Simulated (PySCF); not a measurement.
BBr2, SMILES Br[B]Br, multiplicity 2. The structure is a stationary point at B3LYP-D3(BJ)/def2-TZVP. The isomer is the one that the SMILES or the coordinates give; other isomers of the formula were not compared.

Computed equilibrium geometry at B3LYP-D3(BJ)/def2-TZVP (PySCF confirms it by a frequency run) as bond lengths and angles, and its point group:
point group C2v.
Atoms: Br1 B2 Br3. Bonds (Å): Br1–B2 1.889, B2–Br3 1.889. Bond angles (°): Br1–B2–Br3 126.6.
Charge 0, spin multiplicity 2.
